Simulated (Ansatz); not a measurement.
Relaxation of FGeH5 (7 atoms, charge 0, multiplicity 1), to a largest force component of 0.03 eV/Å in at most 50 steps.

Computed with RKS PBE/def2-SVP in Ansatz.

```xyz
7
Properties=species:S:1:pos:R:3
Ge -0.439 0.000 -0.432
H 0.160 0.000 2.266
H 0.909 0.000 0.317
H -0.618 1.284 -1.278
H -0.618 -1.284 -1.278
F -1.742 0.000 0.693
H -0.538 0.000 2.444
```

Question: Where does it end, and by what steps?

Answer: The run converged. The force dipped under the threshold on the way, but the program's further checks kept it going. After 12 steps the energy has fallen by 0.280 eV; H2 moved furthest, 1.32 Å.

```csv
step,energy less start (eV),largest force component (eV/Å),accepted
0,0.0000,1.923,yes
1,-0.1579,0.516,yes
2,-0.2125,0.571,yes
3,-0.2463,0.170,yes
4,-0.2590,0.196,yes
5,-0.2722,0.044,yes
6,-0.2750,0.023,yes
7,-0.2774,0.141,yes
8,-0.2786,0.092,yes
9,-0.2793,0.007,yes
10,-0.2800,0.028,yes
11,-0.2800,0.100,yes
12,-0.2805,0.023,yes
```

```xyz
7
Properties=species:S:1:pos:R:3
Ge -0.407 0.000 -0.814
H -0.136 0.000 3.557
H 1.088 0.000 -0.404
H -0.807 1.285 -1.579
H -0.807 -1.285 -1.579
F -1.341 0.000 0.688
H -0.477 0.000 2.866
```

Whether the end is a true minimum wasn't checked by a vibrational analysis.

Run time: 20 s on 1 thread of Arm Neoverse V1 (shared host), peak memory 0.12 GiB.
